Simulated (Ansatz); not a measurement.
Cl₂Ge₂H₄ (`[Cl][GeH2][GeH2][Cl]`) from Hartree–Fock to CCSD(T)

Z-matrix (Å, degrees):
```
Ge
Ge 1 2.428
Cl 1 2.158 2 106.6
H 1 1.534 2 112.1 3 -117.0
H 1 1.537 2 112.7 3 116.8
Cl 2 2.158 1 106.6 3 70.3
H 2 1.534 1 112.1 3 -46.7
H 2 1.537 1 112.7 3 -172.9
```

Charge 0, multiplicity 1. Correlated methods include outer-core shells of Ge, which these sets cover unevenly. Scalar relativity is left out up to krypton. Geometry: relaxed with PBE0-D4/def2-TZVP. It is one conformer, not always the lowest. Frozen core, restricted reference, the Gaussian-basis code of Ansatz.

```
     basis      HF (Eh)  MP2 corr.  CCSD corr.       (T)  CCSD(T) total
  def2-SVP  -5071.33513   -0.72181    -0.75584  -0.01954    -5072.11051
def2-TZVPP  -5072.18435   -0.88863    -0.93455  -0.03661    -5073.15551
def2-QZVPP  -5072.29423   -1.45529           –         –              –
```
